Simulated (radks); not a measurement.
Results of a calculation; reference values are marked as such.
Effect of the nuclear size on neutral scandium, [Ar] 3d1 4s2. Code: a radial shooting solver on a logarithmic mesh with Libxc functionals. Model: Dirac Kohn-Sham, BLYP, spin-unpolarised, spherical densities, finite nucleus; open shells fill j = l - 1/2 first; Fermi nuclear charge, rms radius 3.5459 fm. The rms radius is varied about that value; shifts are against it.

rms radius (fm)  total energy shift (eV)  density at nucleus (e/bohr^3)  1s1/2 shift (meV)  2s1/2 shift (meV)  3s1/2 shift (meV)
3.1204                          -0.00877                           7291              -3.70             -0.300             -0.037
3.2339                          -0.00654                           7284              -2.76             -0.223             -0.028
3.5459                                 0                           7265              0.000              0.000              0.000
3.7977                           0.00570                           7251               2.41              0.195              0.024
4.1948                            0.0155                           7230               6.52              0.529              0.065

Slopes of the eigenvalues against <r^2> in GHz/fm^2, as finite differences over the two radii next to the reference (eigenvalue slopes, not the field-shift constants of lines): 1s1/2 315, 2s1/2 25.5, 3s1/2 3.14.
